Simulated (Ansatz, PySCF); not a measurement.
H9Si5 (SMILES [SiH]1[SiH2][SiH2][SiH2][SiH2]1), doublet, at a GFN2-xTB geometry, atoms displaced at random by about 0.08 Å a coordinate. Base run: PySCF with HF/STO-3G, gradient.

Here is a job for PySCF.
```python
from pyscf import gto, scf

mol = gto.M(
    atom='''
Si    0.30931438    1.92924778    0.02391801
Si    1.93134552    0.51275037    0.50839333
Si    0.88078096   -1.69292882    0.22735781
Si   -1.29643689   -1.33392308   -0.24471206
Si   -1.72161222    0.92272893   -0.35757469
H    -0.01672628    3.08359653    1.02462969
H     2.67841479    0.69018958    1.75092972
H     2.91062301    0.55398680   -0.54126898
H     1.63943280   -2.65137976   -0.79992036
H     0.93389321   -2.43201681    1.33599286
H    -1.59180685   -1.79442377   -1.67332228
H    -2.18976811   -2.08361428    0.43844856
H    -2.32272167    1.23282267   -1.68340606
H    -2.94348048    1.21202964    0.59397684
''',
    basis='sto-3g',
    spin=1,
    verbose=4,
)

mf = scf.UHF(mol)
mf.kernel()
g = mf.nuc_grad_method()
grad = g.kernel()
```

Programs used: Ansatz (a quantum-chemistry and plane-wave program), PySCF; a row that names a program was run with it.

The coordinate followed is y of atom 9.

Each row names what was changed in the base input (with any setting that the change needs).

```csv
change,dE/dx (Eh/bohr),net force (Eh/bohr)
base,-0.049817,0.000000
code = ansatz,-0.049816,0.000000
conv_tol = 1e-4,-0.049814,0.000000
finite difference step (bohr) = 0.2; conv_tol = 1e-11,-0.049536,-
conv_tol = 1e-6,-0.049816,0.000000
finite difference step (bohr) = 1e-4; conv_tol = 1e-11,-0.049817,-
finite difference step (bohr) = 1e-5; conv_tol = 1e-11,-0.049817,-
conv_tol = 1e-11,-0.049817,0.000000
finite difference step (bohr) = 0.01; conv_tol = 1e-11,-0.049816,-
finite difference step (bohr) = 0.05; conv_tol = 1e-11,-0.049799,-
finite difference step (bohr) = 1e-3; conv_tol = 1e-11,-0.049817,-
density fitting = on,-0.049807,0.000000
```

The net force is zero for an exact gradient.

Open shells are given as the SCF converged; they aren't shown to be the lowest states, and a large step between rows can be another state.
